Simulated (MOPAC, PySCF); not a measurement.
CH4O3, SMILES `OC(O)O`, neutral singlet in the gas phase. 

Cartesian coordinates (Å):
```xyz
8

O      0.4633     1.2892    -0.2206
C      0.1290    -0.0213    -0.5501
O     -1.1798    -0.2278    -0.0643
O      1.0545    -0.8865     0.0034
H     -0.3514     1.8058    -0.2020
H      0.1709    -0.1962    -1.6311
H     -1.4478    -1.1266    -0.2893
H      1.1614    -0.6366     0.9325
```
Charge 0, multiplicity 1.

All levels are single points at this geometry (B3LYP-D3(BJ)/def2-TZVP); Pople sets use spherical d functions. Orbital energies aren't observables, and empty levels follow the basis.

PM6 in MOPAC gives HOMO (eV) = -11.64.

Question: Estimate the HOMO (eV) from each of these levels: B3LYP-D3(BJ)/def2-TZVP in PySCF; B3LYP/6-311+G** in PySCF; BP86/6-31G* in PySCF; M06-2X/6-31G* in PySCF; PBE/6-31G* in PySCF; SVWN5/6-31G* in PySCF; AM1 in MOPAC; PM7 in MOPAC.

Answer: 
```tsv
level	HOMO (eV)
B3LYP-D3(BJ)/def2-TZVP in PySCF	-8.42
B3LYP/6-311+G** in PySCF	-8.57
BP86/6-31G* in PySCF	-6.46
M06-2X/6-31G* in PySCF	-9.95
PBE/6-31G* in PySCF	-6.33
SVWN5/6-31G* in PySCF	-6.48
AM1 in MOPAC	-11.67
PM7 in MOPAC	-11.60
```
